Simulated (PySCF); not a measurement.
2-fluorothiophenol, C6H5FS.
Numbering: `[F:1][c:2]1[cH:3][cH:4][cH:5][cH:6][c:7]1[SH:8]` (hydrogens: H9 on C3; H10 on C4; H11 on C5; H12 on C6; H13 on S8)

Theory: PBE0-D3(BJ)/def2-SVP geometry optimisation, gas phase (PySCF 2.14.0).

Question: List the bond lengths, angles and torsions at this level.

Answer: 
| bond | length (Å) | order |
| --- | --- | --- |
| F1–C2 | 1.338 | single |
| C2–C3 | 1.387 | aromatic |
| C3–C4 | 1.393 | aromatic |
| C4–C5 | 1.394 | aromatic |
| C5–C6 | 1.392 | aromatic |
| C6–C7 | 1.400 | aromatic |
| C7–S8 | 1.761 | single |
| C2–C7 | 1.399 | aromatic |
| C3–H9 | 1.092 | single |
| C4–H10 | 1.092 | single |
| C5–H11 | 1.092 | single |
| C6–H12 | 1.093 | single |
| S8–H13 | 1.348 | single |

Orders are formal, as drawn. A selection of angles:
| angle | degrees |
| --- | --- |
| F1–C2–C3 | 119.1 |
| F1–C2–C7 | 119.0 |
| C3–C2–C7 | 122.0 |
| C2–C3–C4 | 119.4 |
| C3–C4–C5 | 119.7 |
| C4–C5–C6 | 120.3 |
| C5–C6–C7 | 120.8 |
| C6–C7–S8 | 119.8 |
| C2–C7–C6 | 117.8 |
| C2–C7–S8 | 122.5 |
| H13–S8–C7 | 95.8 |

Torsions: H13–S8–C7–C6 -176° (antiperiplanar). The mirror-image conformer, all signs reversed, is as good.

The 8 heavy atoms lie in one plane (0.004 Å rms). Of the pairs four or more bonds apart, F1···H13 is among the closest relative to their van der Waals radii: 2.25 Å, 84 % of the sum of Bondi's values. The 6-membered ring C2–C3–C4–C5–C6–C7 has internal angles of 117.8° to 122.0°; it is planar, 0.00 Å rms from its mean plane, widest ring torsion 0°.

Point group: near Cs, missed by 0.15 Å at most; the miss may be what the optimiser left on a soft mode. Stationary, but not proved a minimum. One conformer, not necessarily the lowest (C6–C7–S8–H -176°).
